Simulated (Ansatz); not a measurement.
Reaction (cleavage of the Ga–B bond): `Cl[BH][GaH2]` + `NB1CS1` → `[GaH2][NH]B1CS1` + `BCl`

Gas-phase electronic energies from Ansatz, PBE0-D4/def2-TZVP geometries. CCSD(T)/CBS is the MP2 limit (def2-TZVPP, def2-QZVPP) plus CCSD(T) − MP2 in def2-TZVPP, frozen cores. This one scheme is used for every species. DFT in def2-TZVPP. B3LYP here is the variant with VWN-RPA as its local correlation; programs differ in this. For Ga outer-core shells are correlated without core-valence functions, which leaves a few kJ/mol of doubt a bond. Scalar relativity is left out up to krypton. Each species was taken in one conformer, which may not be the lowest.

```json
{"level": "PBE0-D4", "ΔE (kJ/mol)": "-60.2", "difference from CCSD(T)/CBS": "12.5"}
{"level": "B3LYP-D4", "ΔE (kJ/mol)": "-68.9", "difference from CCSD(T)/CBS": "3.8"}
{"level": "ωB97X-V", "ΔE (kJ/mol)": "-68.2", "difference from CCSD(T)/CBS": "4.5"}
{"level": "B2PLYP", "ΔE (kJ/mol)": "-73.3", "difference from CCSD(T)/CBS": "-0.6"}
{"level": "BLYP", "ΔE (kJ/mol)": "-62.1", "difference from CCSD(T)/CBS": "10.6"}
{"level": "r2SCAN", "ΔE (kJ/mol)": "-65.0", "difference from CCSD(T)/CBS": "7.7"}
{"level": "CAM-B3LYP", "ΔE (kJ/mol)": "-68.2", "difference from CCSD(T)/CBS": "4.5"}
{"level": "HF/def2-SVP", "ΔE (kJ/mol)": "-80.1", "difference from CCSD(T)/CBS": "-7.4"}
{"level": "CCSD/def2-SVP", "ΔE (kJ/mol)": "-80.4", "difference from CCSD(T)/CBS": "-7.7"}
{"level": "CCSD(T)/def2-SVP", "ΔE (kJ/mol)": "-82.0", "difference from CCSD(T)/CBS": "-9.3"}
{"level": "HF/def2-TZVPP", "ΔE (kJ/mol)": "-79.0", "difference from CCSD(T)/CBS": "-6.3"}
{"level": "MP2/def2-TZVPP", "ΔE (kJ/mol)": "-83.9", "difference from CCSD(T)/CBS": "-11.2"}
{"level": "CCSD(T)/def2-TZVPP", "ΔE (kJ/mol)": "-76.4", "difference from CCSD(T)/CBS": "-3.7"}
{"level": "HF/CBS(def2)", "ΔE (kJ/mol)": "-79.8", "difference from CCSD(T)/CBS": "-7.1"}
{"level": "MP2/CBS(def2)", "ΔE (kJ/mol)": "-80.3", "difference from CCSD(T)/CBS": "-7.6"}
{"level": "CCSD/CBS(def2)", "ΔE (kJ/mol)": "-71.6", "difference from CCSD(T)/CBS": "1.1"}
{"level": "CCSD(T)/CBS", "ΔE (kJ/mol)": "-72.7", "difference from CCSD(T)/CBS": "0"}
```

What do rigid-rotor, harmonic-oscillator terms from PBE0-D4/def2-TZVP frequencies (298.15 K, 1 bar) make of the CCSD(T)/CBS value? (Estimate.)

The calculation gave: ΔZPE = -4.6 kJ/mol, ΔH = -77.2 kJ/mol, ΔS = -15 J/(mol·K), ΔG = -72.8 kJ/mol.

Largest T1 diagnostic among the species: 0.014.

Leaving LDA and LC-ωPBE aside and taking each functional with its dispersion term where it has one, the values, not all of them listed here, spread over 17.1 kJ/mol, from BHLYP-D4 to PBE-D4. From PBE to PBE0 (25 % exact exchange), in def2-TZVPP and without D4, ΔE moves by −3.9 kJ/mol.
